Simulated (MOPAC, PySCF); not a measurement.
H3NS, SMILES `SN`, neutral singlet in the gas phase. 

Cartesian coordinates (Å):
```xyz
5

N     -0.5356     0.1171    -0.2031
S      0.9227    -0.2958     0.6088
H     -1.0143     0.8674     0.2763
H     -1.1428    -0.6870    -0.2834
H      1.7706    -0.0036    -0.3970
```
Charge 0, spin multiplicity 1.

All levels are single points at this geometry (B3LYP-D3(BJ)/def2-TZVP); Pople sets use spherical d functions. Orbital energies aren't observables, and empty levels follow the basis.

| level | HOMO (eV) | LUMO (eV) | gap (eV) | dipole (D) | vertical IE, Delta-SCF (eV) |
|---|---|---|---|---|---|
| B3LYP-D3(BJ)/def2-TZVP in PySCF | -6.77 | -0.25 | 6.52 | 1.07 | 9.73 |
| PBE-D3(BJ)/def2-TZVP in PySCF | -5.72 | -0.93 | 4.78 | 1.13 | 9.60 |
| B3LYP/3-21G in PySCF | -6.49 | 0.82 | 7.31 | 1.18 | – |
| B3LYP/6-311+G** in PySCF | -6.91 | -0.63 | 6.28 | 0.98 | – |
| B3LYP/6-31G* in PySCF | -6.67 | 0.30 | 6.97 | 1.14 | 9.73 |
| B3LYP/LANL2DZ in PySCF | -6.90 | 0.42 | 7.32 | 0.96 | – |
| M06-2X/6-31G* in PySCF | -8.15 | 1.54 | 9.70 | 1.11 | – |
| PBE/6-31G* in PySCF | -5.61 | -0.48 | 5.12 | 1.21 | – |
| SVWN5/6-31G* in PySCF | -5.67 | -0.63 | 5.03 | 1.22 | – |
| HF/6-31G* in PySCF | -10.00 | 4.36 | 14.36 | 1.06 | 8.99 |
| HF/STO-3G in PySCF | -7.38 | 12.06 | 19.44 | 0.72 | – |
| PM6 in MOPAC | -9.09 | 0.04 | 9.13 | 0.77 | – |
| PM7 in MOPAC | -8.97 | -0.38 | 8.59 | 0.67 | – |
